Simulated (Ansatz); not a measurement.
`C=CC[O][AlH2]` + `[AlH2][S][SiH3]` → `C=C[SiH2][S][AlH2]` + `C[O][AlH2]`  (formal exchange of groups at a C–C bond)

Program: Ansatz. Geometries: PBE0-D4/def2-TZVP. ΔE: electronic, gas phase. CCSD(T)/CBS is the MP2 limit (def2-TZVPP, def2-QZVPP) plus CCSD(T) − MP2 in def2-TZVPP, frozen cores. Functionals use def2-TZVPP. B3LYP here is the variant with VWN-RPA as its local correlation; programs differ in this. One conformer a species, not always the lowest.

```json
{"level": "r2SCAN-D4", "ΔE (kJ/mol)": "-28.1", "difference from CCSD(T)/CBS": "0.0"}
{"level": "PBE0-D4", "ΔE (kJ/mol)": "-27.9", "difference from CCSD(T)/CBS": "0.2"}
{"level": "ωB97X-V", "ΔE (kJ/mol)": "-25.1", "difference from CCSD(T)/CBS": "3.0"}
{"level": "ωB97M-V", "ΔE (kJ/mol)": "-27.9", "difference from CCSD(T)/CBS": "0.2"}
{"level": "B2PLYP", "ΔE (kJ/mol)": "-25.2", "difference from CCSD(T)/CBS": "2.9"}
{"level": "r2SCAN", "ΔE (kJ/mol)": "-27.2", "difference from CCSD(T)/CBS": "0.9"}
{"level": "B3LYP", "ΔE (kJ/mol)": "-22.7", "difference from CCSD(T)/CBS": "5.4"}
{"level": "HF/def2-TZVPP", "ΔE (kJ/mol)": "-18.0", "difference from CCSD(T)/CBS": "10.1"}
{"level": "MP2/def2-TZVPP", "ΔE (kJ/mol)": "-29.2", "difference from CCSD(T)/CBS": "-1.1"}
{"level": "SCS-MP2/def2-TZVPP", "ΔE (kJ/mol)": "-26.2", "difference from CCSD(T)/CBS": "1.9"}
{"level": "CCSD/def2-TZVPP", "ΔE (kJ/mol)": "-24.3", "difference from CCSD(T)/CBS": "3.8"}
{"level": "CCSD(T)/def2-TZVPP", "ΔE (kJ/mol)": "-25.8", "difference from CCSD(T)/CBS": "2.3"}
{"level": "SCS-MP2/def2-QZVPP", "ΔE (kJ/mol)": "-27.5", "difference from CCSD(T)/CBS": "0.6"}
{"level": "HF/CBS(def2)", "ΔE (kJ/mol)": "-18.1", "difference from CCSD(T)/CBS": "10.0"}
{"level": "MP2/CBS(def2)", "ΔE (kJ/mol)": "-31.5", "difference from CCSD(T)/CBS": "-3.4"}
{"level": "CCSD/CBS(def2)", "ΔE (kJ/mol)": "-26.6", "difference from CCSD(T)/CBS": "1.5"}
{"level": "CCSD(T)/CBS", "ΔE (kJ/mol)": "-28.1", "difference from CCSD(T)/CBS": "0"}
```

Largest T1 diagnostic among the species: 0.013.

The D4 term adds −6.1 kJ/mol with B3LYP and −3.4 kJ/mol with PBE0; it sums over pairs of atoms, weighted by their polarisabilities, and B3LYP, whose exchange is more repulsive, gets the larger term. In def2-TZVPP, CCSD(T) changes the Hartree–Fock value by −7.8 kJ/mol (the triples alone add −1.5 kJ/mol) and MP2 by −11.2 kJ/mol.
